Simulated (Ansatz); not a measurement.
HgI2, charge +1, doublet, geometry from GFN2-xTB (such geometries of metal compounds can be far from the true shape) (a state made from the parent by changing its charge; the spin is typed, not shown lowest) (core potentials on Hg, I). Base run: HF/def2-SV(P) (Ansatz, a program for electronic structure).

The Ansatz input:
Ansatz 0.2 input:
```yaml
crystal:
  periodic: [false, false, false]
  atoms:
    - {symbol: Hg, position_ang: [0.00000000, 0.00000000, 0.00000000]}
    - {symbol: I, position_ang: [0.00000000, 0.00000000, 2.68280601]}
    - {symbol: I, position_ang: [-0.00000000, -0.00000000, -2.68280601]}
basis:
  gaussian:
    orbitals: def2-SV_P_.json
hamiltonian:
  xc: hf
total_charge: 1
magnetization: {spin_polarized: true, initial_magnetization: 1}
```
The basis file holds def2-SV(P) in the JSON format of the Basis Set Exchange.

The bond that is stretched is that between atoms 3 and 1. A test that says stable can miss a lower solution.

Each row names what was changed in the base input (with any setting that the change needs).

```
change                                                           ΔE vs base (mEh)  <S^2>       stability test says
---------------------------------------------------------------  ----------------  -----  ------------------------
base                                                                        0.000  0.759                   minimum
spin_polarized = on; lower_state_search = off                               0.000  0.759  undecided (no full test)
spin_polarized = on; lower_state_search = standard                          0.000  0.759                   minimum
bond × 1.25                                                                 3.460  0.764                   minimum
spin_polarized = on; lower_state_search = off; bond × 1.25                  3.460  0.764  undecided (no full test)
spin_polarized = on; lower_state_search = standard; bond × 1.25             3.460  0.764                   minimum
bond × 1.5                                                                 17.827  0.762                   minimum
spin_polarized = on; lower_state_search = off; bond × 1.5                  17.827  0.762  undecided (no full test)
spin_polarized = on; lower_state_search = standard; bond × 1.5             17.827  0.762                   minimum
bond × 1.8                                                                 26.677  0.769                   minimum
spin_polarized = on; lower_state_search = off; bond × 1.8                  26.677  0.769  undecided (no full test)
spin_polarized = on; lower_state_search = standard; bond × 1.8             26.677  0.769                   minimum
bond × 2.2                                                                 30.524  0.800                   minimum
spin_polarized = on; lower_state_search = off; bond × 2.2                  30.525  0.800  undecided (no full test)
spin_polarized = on; lower_state_search = standard; bond × 2.2             30.524  0.800                   minimum
bond × 3.0                                                                 32.014  0.808                   minimum
spin_polarized = on; lower_state_search = off; bond × 3.0                  32.014  0.808  undecided (no full test)
spin_polarized = on; lower_state_search = standard; bond × 3.0             32.014  0.808                   minimum
```

On stretching, the SCF can end on different states; <S^2> shows the spin contamination of each.
